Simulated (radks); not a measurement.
Br X, 26 electrons, occupied as [Ar] 3d8. Calculated with a radial shooting solver on a logarithmic mesh with Libxc functionals: non-relativistic Kohn-Sham, LDA (Slater exchange, Perdew-Wang correlation), spin-unpolarised, spherical densities, point nucleus.

Radial electron density D(r) = 4 pi r^2 rho(r):

```
   r/bohr * D(r) (the largest magnitude, 50.2, reaches the edge; | marks zero)
 0.002541 | *
 0.003205 |  *
 0.004009 |    *
 0.005056 |      *
 0.006377 |          *
 0.007978 |              *
  0.01006 |                   *
  0.01259 |                          *
  0.01587 |                                 *
  0.01986 |                                       *
  0.02504 |                                            *
  0.03133 |                                              *
  0.03951 |                                            *
  0.04943 |                                        *
  0.06234 |                                      *
  0.07799 |                                        *
  0.09836 |                                               *
    0.124 |                                                      *
   0.1552 |                                                     *
   0.1957 |                                           *
   0.2448 |                                *
   0.3088 |                             *
   0.3863 |                                 *
   0.4872 |                                  *
   0.6095 |                          *
   0.7686 |             *
   0.9616 |    *
    1.213 |*
    1.517 *
    1.913 *
```

D(r) has 3 maxima, at r = 0.0311, 0.137, 0.446 bohr, and minima at 0.0639, 0.292 bohr, inside which lie 2.08, 11.07 electrons.
